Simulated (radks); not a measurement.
Q: The terbium ion Tb61+, [He] 2s2. All-electron calculation, non-relativistic Kohn-Sham, LDA (Slater exchange, Perdew-Wang correlation), spin-polarised, spherical densities, point nucleus. Program: a radial shooting solver on a logarithmic mesh with Libxc functionals. Every spin shell is full or empty, so the densities are truly spherical. Functionals are evaluated on that one density, not self-consistently. Rank these orbital-free kinetic functionals by their error against the exact value of the orbitals, and give that value: Thomas-Fermi, TF + vW/5, revAPBEK, Thakkar, Pearson, LKT, PG1, DePristo-Kress.

A: Exact: 5173.55 hartree. From best to worst, with 100 (|E| - |E exact|)/|E exact| (equal figures are ties): revAPBEK -0.90, Thakkar -1.52, DePristo-Kress -2.78, Pearson -5.61, TF + vW/5 +5.92, Thomas-Fermi -11.31, PG1 +40.54, LKT +47.56.
